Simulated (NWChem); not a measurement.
Species: TeF₅, doublet; SMILES F[Te](F)(F)(F)F

Computed with NWChem. Spin-unrestricted. In the optimisation the excess spin sits in a (C4, its own frame). Geometry: optimised at PBE0/def2-SVP, spin-unrestricted. No frequency run checked for a minimum. No stability test was run on the SCF state. def2 effective core potentials on Te; no spin-orbit coupling. Level PBE/def2-SVP: energy and gradient on several grids; changes count from the extra-fine grid, which is no exact limit either.

Question: Which is the coarsest grid (fine; medium; coarse; xcoarse; xfine) from which on the energy stays within 500 μHa and each gradient component within 500 μHa/bohr of xfine?

Answer: medium.
```json
[
 {"grid": "xcoarse", "size of the energy change (μHa)": "10000", "largest change of a gradient component (μHa/bohr)": "8000"},
 {"grid": "coarse", "size of the energy change (μHa)": "200", "largest change of a gradient component (μHa/bohr)": "800"},
 {"grid": "medium", "size of the energy change (μHa)": "10", "largest change of a gradient component (μHa/bohr)": "80"},
 {"grid": "fine", "size of the energy change (μHa)": "< 10", "largest change of a gradient component (μHa/bohr)": "< 30"},
 {"grid": "xfine", "size of the energy change (μHa)": "< 10", "largest change of a gradient component (μHa/bohr)": "< 30"}
]
```
